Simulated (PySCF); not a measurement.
**LiAs from Hartree–Fock to correlated methods**

State: ³Σ⁻ (triplet), unpaired electrons π ↑↑. Set-up: basis Li pcseg-2, As pcseg-2; no relativity; PySCF 2.14. De refers to Li + As in their high-spin ground configurations, without counterpoise correction. The functionals are run spin-unrestricted. A positive dipole means Li(−)As(+).

```
      Level  Re (Å)  ωe (cm⁻¹)  De (eV)  μ (D)
        UHF   2.446        444     0.70  -7.38
    UHF-MP2   2.415        446     1.44    n/a
UHF-SCS-MP2   2.416        445     1.49    n/a
   UHF-CCSD   2.411        446     1.54    n/a
UHF-CCSD(T)   2.413        444     1.58    n/a
        PBE   2.433        427     1.75  -6.24
     r²SCAN   2.429        437     1.76  -6.83
    r²SCANh   2.424        441     1.75  -6.91
      B3LYP   2.421        437     1.80  -6.47
       PBE0   2.418        443     1.69  -6.67
  BHandHLYP   2.408        453     1.72  -6.82
```

The bond length runs from 2.408 Å (BHandHLYP) to 2.446 Å (UHF). De spans 0.70 eV (UHF, mean field) to 1.80 eV (B3LYP, global hybrid GGA). Correlation at CCSD(T) changes the Hartree–Fock bond energy by +0.88 eV; the triples alone change it by +0.04 eV.

Correlated steps freeze 9 core orbitals. Spin–orbit coupling is left out. The state was picked by a PBE0 search and need not be the measured ground state.

The whole job (state search and all levels along the bond) took about 3.9 min on 1 thread of Arm Neoverse V1 (shared host), peak memory 0.77 GiB.
